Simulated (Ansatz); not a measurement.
`C[SiH2]C1=NC1` → `CC1=NC1` + `[SiH2]` at 298.15 K and 1 bar (silylene formation by 1,1-elimination).

Program: Ansatz. Geometries: PBE0-D4/def2-TZVP. ΔE: electronic, gas phase. CCSD(T)/CBS adds triple-zeta CCSD(T) − MP2 to the extrapolated MP2 energy (def2 sets, frozen cores). This one scheme is used for every species. Each species was taken in one conformer, which may not be the lowest.

| species | CCSD(T)/CBS energy (Eh) | H − E (kJ/mol) | S (J/(mol·K)) |
| --- | --- | --- | --- |
| `C[SiH2]C1=NC1` | -462.08447 | 257.4 | 344.7 |
| `CC1=NC1` | -171.79280 | 207.9 | 281.4 |
| `[SiH2]` | -290.19011 | 40.6 | 207.5 |

H − E and S are ideal-gas, rigid-rotor, harmonic terms from PBE0-D4/def2-TZVP, for one conformer and one mirror image of each species. 1 Eh = 2625.50 kJ/mol, R = 8.31446 J/(mol·K).

Q: By hand: ΔE, ΔH, ΔS and ΔG.

A: ΔE = (-171.79280) + (-290.19011) − (-462.08447) = 0.10156 Eh = 266.6 kJ/mol. Δ(H − E) = 207.9 + 40.6 − 257.4 = -8.9, so ΔH = 257.7 kJ/mol. ΔS = 281.4 + 207.5 − 344.7 = 144.2 J/(mol·K). ΔG = 257.7 − 298.15 × (144.2)/1000 = 214.7 kJ/mol.

Q: By hand: the equilibrium constant, and the temperature at which ΔG would vanish if ΔH and ΔS stayed fixed.

A: log₁₀ K = −ΔG/(RT ln 10) = -37.6. ΔG = 0 at ΔH/ΔS = 1787 K.

The number of gas molecules changes by +1, which sets the sign of ΔS. A doubt of 5 kJ/mol in ΔE shifts log₁₀ K by 0.9 here. Other conformers and mirror images would add mixing entropy, several J/(mol·K) or more a flexible species. These are equilibria of isolated gas molecules and say nothing of rates. Largest T1 diagnostic: 0.014 (customary marks: 0.02 for closed shells, 0.045 for open ones).
